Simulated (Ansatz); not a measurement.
Clusters of 4 atoms, element: PBE0-D4/def2-TZVP single points in Ansatz on relaxed structures, gas phase. Each cluster is the lowest isomer that a short search found in that spin, judged at the geometry's level, and lower ones may exist. Core potentials for Te, no spin–orbit coupling. HOMO and LUMO are taken over both spins. Singlets are spin-restricted. The structures are stationary points that may keep the symmetry of their start.

```tsv
species	atoms	state	geometry	HOMO (eV)	LUMO (eV)	gap (eV)	lowest of the spins relaxed	point group (within 0.1 Å)
Si4	4	singlet	r2SCAN-D4/def2-TZVP	-6.39	-3.73	2.67	singlet, of singlet/triplet/quintet	D2h
P4	4	singlet	B3LYP-D4/def2-TZVP	-7.59	-0.80	6.79	singlet, of singlet/triplet/quintet	Td
P4⁺	4	doublet	PBE-D4/def2-TZVP	-12.99	-10.40	2.59	doublet, of doublet/quartet	D2d
B4	4	singlet	PBE-D4/def2-TZVP	-7.43	-3.34	4.09	singlet, of singlet/triplet/quintet	D2h
B4⁺	4	doublet	B3LYP-D4/def2-TZVP	-14.21	-11.30	2.91	doublet, of doublet/quartet	D4h
Te4	4	singlet	PBE-D4/def2-SVP	-5.70	-3.20	2.51	singlet, of singlet/triplet/quintet	D2d
Ge4⁺	4	doublet	r2SCAN-D4/def2-SVP	-11.35	-9.01	2.33	doublet, of doublet/quartet	D2h
As4⁺	4	doublet	PBE-D4/def2-SVP	-12.04	-9.77	2.27	doublet, of doublet/quartet	D2d
```

The gap (eV) runs from 2.27 (As4⁺) to 6.79 (P4).
